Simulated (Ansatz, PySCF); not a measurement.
Reaction (SMILES): [Cl][Al][Cl] → [Al][Cl] + Cl atom (the Al-Cl bond at the site shown breaks; other sites are not compared here)
Each molecule is optimised on its own at B3LYP-D3(BJ)/def2-TZVP (Ansatz, an electronic-structure program).

Property: bond dissociation energy (enthalpy at 298 K, with B3LYP-D3(BJ) rigid-rotor harmonic-oscillator terms from PySCF), in kcal/mol. Cores are frozen in the correlated levels unless marked. Open shells are spin-unrestricted. No spin-orbit coupling. No relativistic terms. CBS(X,Y): correlation extrapolated as X^-3; Hartree-Fock from the larger set.

| level | program | bond dissociation energy (kcal/mol) |
|---|---|---|
| HF-D3(BJ)/def2-TZVPD | PySCF + dftd3 | 67.3 |
| TPSS-D4/def2-TZVPD | PySCF + dftd4 | ? |
| B97M-V/def2-TZVPD | Ansatz | ? |
| r2SCAN0/def2-TZVPD | Ansatz | ? |
| HSE06/def2-TZVPD | Ansatz | 73.2 |
| wB97X-V/def2-TZVPD | Ansatz | 71.4 |
| SCS-MP2/STO-3G | Ansatz | 66.0 |
| SCS-MP2/cc-pV(Q+d)Z | Ansatz | 72.1 |
| CCSD(T)/CBS(cc-pV(T+d)Z,cc-pV(Q+d)Z) | Ansatz | ? |

Question: Complete the blanks.

Answer: 
- TPSS-D4/def2-TZVPD, bond dissociation energy (kcal/mol): 75.0
- B97M-V/def2-TZVPD, bond dissociation energy (kcal/mol): 72.9
- r2SCAN0/def2-TZVPD, bond dissociation energy (kcal/mol): 76.9
- CCSD(T)/CBS(cc-pV(T+d)Z,cc-pV(Q+d)Z), bond dissociation energy (kcal/mol): 72.2
